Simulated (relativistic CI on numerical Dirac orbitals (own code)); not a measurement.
Level scheme of Hf LVII

Method of calculation: Dirac-Coulomb-Breit CI, orbitals from a KLI potential per configuration, a model potential for QED, unscaled Slater integrals (own radial code, finite nucleus).

Configurations in the expansion (outside the closed core [Ne]): 3s²3p⁴, 3s3p⁵, 3s²3p³3d, 3p⁶, 3s3p⁴3d, 3p⁵3d, 3s3p³3d², 3s²3p²3d4p, 3p⁵4s, 3s3p³3d4s, 3s²3p³4s, 3p⁵4p, 3s²3p²3d², 3s²3p3d³, 3s3p²3d³, 3s²3p3d²4s, 3p⁴3d², 3p³3d³, 3p³3d²4s, 3s²3p²3d4s, 3s3p²3d²4s, 3s²3p3d4s². Double excitations out of closed p, d and f shells are left out; levels of such configurations are missing from the list, as are those of other unlisted configurations, and high levels can miss mixing partners.

The lowest level is 3s²3p⁴ ³P2, with 68 % of that term; Hund's rules for 3s²3p⁴ give ³P with J = 2, in agreement.

| No. | Configuration | Term | J | E (10³ cm⁻¹) | % | Next component (%) |
| --- | --- | --- | --- | --- | --- | --- |
| 1 | 3s²3p⁴ | ³P | 2 | 0.0 | 68 | 31 ¹D |
| 2 | 3s²3p⁴ | ¹S | 0 | 155.2 | 63 | 36 ³P |
| 3 | 3p³(2P°)3d | ³D° | 2 | 1827.5 | 31 | 30 ³F° |
| 4 | 3p³(2P°)3d | ³D° | 1 | 1893.0 | 32 | 27 ³P° |
| 5 | 3p³(2P°)3d | ³P° | 0 | 1895.8 | 61 | 27 ⁵D° |
| 6 | 3p³(2P°)3d | ³F° | 3 | 1898.7 | 28 | 21 ³G° |
| 7 | 3p³(2P°)3d | ³F° | 4 | 2429.5 | 50 | 26 ⁵D° |
| 8 | 3s²3p⁴ | ³P | 1 | 2451.0 | 99 | 1 3s²3p²3d² ³P |
| 9 | 3p³(2D°)3d | ³D° | 2 | 2477.4 | 33 | 30 ³P° |
| 10 | 3s²3p⁴ | ¹D | 2 | 2527.6 | 68 | 31 ³P |
| 11 | 3p³(2P°)3d | ³D° | 3 | 2632.3 | 41 | 20 ¹F° |
| 12 | 3p³(4S°)3d | ³D° | 1 | 2720.0 | 35 | 30 ³P° |
| 13 | 3p²(1S)3d²(3F) | ³F | 2 | 3736.1 | 40 | 24 ⁵G |
| 14 | 3s3p⁵ | ³P° | 2 | 3873.6 | 84 | 7 3s²3p³3d ³P° |
| 15 | 3p²(1S)3d²(3P) | ³P | 0 | 3930.3 | 58 | 29 ⁵D |
| 16 | 3s3p⁵ | ¹P° | 1 | 4038.7 | 36 | 25 ³P° |
| 17 | 3p³(2D°)3d | ³F° | 2 | 4203.7 | 44 | 29 ⁵D° |
| 18 | 3p³(4S°)3d | ⁵D° | 0 | 4213.9 | 53 | 25 ¹S° |
| 19 | 3p³(2D°)3d | ³D° | 1 | 4223.5 | 46 | 33 ⁵D° |
| 20 | 3p³(2D°)3d | ³G° | 3 | 4267.7 | 33 | 29 ³F° |
| 21 | 3p³(2D°)3d | ³G° | 4 | 4335.1 | 50 | 37 ¹G° |
| 22 | 3p²(1S)3d²(3F) | ³F | 3 | 4371.1 | 32 | 23 ⁵G |
| 23 | 3p³(2P°)3d | ³F° | 2 | 4437.0 | 64 | 23 ¹D° |
| 24 | 3p²(1S)3d²(3P) | ³P | 2 | 4459.1 | 23 | 18 ³F |
| 25 | 3p²(1S)3d²(3P) | ³P | 1 | 4495.1 | 36 | 34 ⁵D |
| 26 | 3s²3p²3d² | ³F | 4 | 4502.8 | 25 | 23 ¹G |
| 27 | 3p³(2D°)3d | ³D° | 3 | 4550.7 | 42 | 23 ¹F° |
| 28 | 3p³(2D°)3d | ³P° | 2 | 4605.1 | 29 | 29 ³D° |
| 29 | 3p³(2D°)3d | ³S° | 1 | 4647.2 | 38 | 25 ³P° |
| 30 | 3p³(2P°)3d | ³D° | 1 | 4749.9 | 39 | 31 ¹P° |

Energies count from the lowest computed level; ° marks odd parity. Percentages are summed over parent terms; the parents shown are those of the largest component, closed shells are left out there.

The mean weight of the leading LS term, summed over parents, in these 30 levels is 46 %, and that of the leading jj configuration (from the same eigenvectors) 94 %, so jj coupling describes them better and the LS labels are nominal.

At this charge energies of transitions that change n are usually good to better than 1 %, and those within a shell (Δn = 0) to a few per cent.

LS names give the leading component of a level, which can be under half, so a name can repeat, a term be missing and a line seem to break the LS rules.
